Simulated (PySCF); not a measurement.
## Which determinant of InSn lies lowest?

Unrestricted PBE0; In def2-SVP with ECP28, Sn def2-SVP with ECP28; scalar-relativistic core potentials (PySCF 2.14). Outer shells of the fragments: In 4d10 5s2 5p1; Sn 4d10 5s2 5p2.

Followed along the bond (rough minima from three points):

```json
{"2Ms+1": "4", "unpaired": "σ ↑, π ↑↑", "⟨S²⟩ at the start": "3.75", "R at minimum (Å)": "2.85", "Te (eV)": "0.00"}
{"2Ms+1": "2", "unpaired": "σ ↓, π ↑↑", "⟨S²⟩ at the start": "1.77", "R at minimum (Å)": "2.84", "Te (eV)": "0.35"}
{"2Ms+1": "2", "unpaired": "σ ↑, π ↑↓", "⟨S²⟩ at the start": "1.76", "R at minimum (Å)": "2.85", "Te (eV)": "0.39"}
{"2Ms+1": "2", "unpaired": "π ↑", "⟨S²⟩ at the start": "0.75", "R at minimum (Å)": "3.09", "Te (eV)": "0.72"}
{"2Ms+1": "2", "unpaired": "σ ↑", "⟨S²⟩ at the start": "0.76", "R at minimum (Å)": "2.86", "Te (eV)": "0.97"}
```

Solutions found at the starting distance of 2.740 Å, counted from the lowest of them; the search is not exhaustive and high or unbound solutions are not listed, so other states can lie among these:

```tsv
2Ms+1	unpaired	term	E (eV)	⟨S²⟩	⟨Lz²⟩	μ (D)
4	σ ↑, π ↑↑	⁴Σ⁻	0.00	3.75	0.00	-1.39
2	σ ↓, π ↑↑	mixed	0.35	1.77	0.00	-1.38
2	σ ↑, π ↑↓	mixed	0.39	1.76	2.01	-1.23
2	σ ↑	mixed	0.98	0.76	2.00	-0.79
2	π ↑	²Π	0.99	0.75	1.00	0.05
2	π ↑	²Π	1.14	0.79	1.00	-1.77
4	π ↑↑↑	⁴Π	2.20	3.76	1.00	-0.01
4	σ ↑, π ↑↑	mixed	2.29	3.76	2.01	2.12
```

A term symbol is given only where ⟨S²⟩ and ⟨Lz²⟩ are close to those of a pure state; real π, δ and φ orbitals otherwise mix terms. A positive dipole means In(−)Sn(+).

Spin–orbit coupling is left out.
